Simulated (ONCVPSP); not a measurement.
# palladium, ONCV: configuration errors across variants

palladium, optimised norm-conserving Vanderbilt (ONCV), made with ONCVPSP 4.0.1 (PW91, scalar-relativistic). Core [Ar] 3d10, reference 4s2 4p6 4d9 (charge +1). Waves: 4s: rc 1.35 bohr, ncon 4, nbas 7, qcut 9.2 1/bohr, 1 projector; 4p: rc 1.65 bohr, ncon 4, nbas 7, qcut 8 1/bohr, 2 projectors, debl 2.6 Ha; 4d: rc 1.40 bohr, ncon 4, nbas 8, qcut 7.9 1/bohr, 2 projectors, debl 3.6 Ha. Local part: polynomial inside 1.10 bohr (lpopt 5, dvloc0 2 Ha). Core correction: Teter function, fcfact 5.5, rcfact 1.55.

All-electron excitation energies from the reference (eV): (1) 4s2 4p6 4d10 -9.185; (2) 4s2 4p6 4d8 20.895; (3) 4s2 4p6 4d7 55.334; (4) 4s2 4p6 4d9 5p1 -3.906.

Errors AE − PS in meV (a dash: test not solved or not reliable):

```csv
change,(1),(2),(3),(4),bound ghosts,GHOST(+) flags above zero
base,-0.7,-0.8,+0.2,+0.8,none,none
"core correction Teter function, fcfact 5.5, rcfact 1",-0.6,-0.6,+1.6,+0.8,none,none
"core correction Teter function, fcfact 5.5, rcfact 1.18",-0.6,-0.6,+1.8,+0.8,none,none
"core correction Teter function, fcfact 5.5, rcfact 1.3",-0.6,-0.5,+2.3,+0.8,none,none
"core correction Teter function, fcfact 5.5, rcfact 1.52",-0.7,-0.7,+0.7,+0.8,none,none
"core correction Teter function, fcfact 5.5, rcfact 1.7",-0.9,-1.7,-5.4,+0.7,none,none
"core correction Teter function, fcfact 5.5, rcfact 2.06",-3.9,-10,-55,+0.3,none,none
```

Give the same row for: core correction Teter function, fcfact 5.5, rcfact 1.82.

-1.4, -3.2, -14, +0.7; bound ghosts: none; GHOST(+) flags above zero: none.
